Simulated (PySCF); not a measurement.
A structure optimised at PBE-D3(BJ)/def2-SVP, used in a PySCF frequency run:

```
Si
F 1 1.6330
F 1 1.6330 2 107.57
H 1 1.4967 2 108.62 3 -117.39
Si 1 2.3521 4 116.33 3 -121.64
F 5 1.6330 1 107.70 4 57.87
F 5 1.6330 6 107.57 1 115.83
H 5 1.4967 6 108.62 7 117.39
```
Charge 0, spin multiplicity 1.

### Question
Write its SMILES, formula and point group.

### Answer
F[SiH](F)[SiH](F)F, F4H2Si2, C2h

### Question
What are its rotational constants (standard atomic weights)?

### Answer
3.3380, 1.4328, 1.0865 GHz
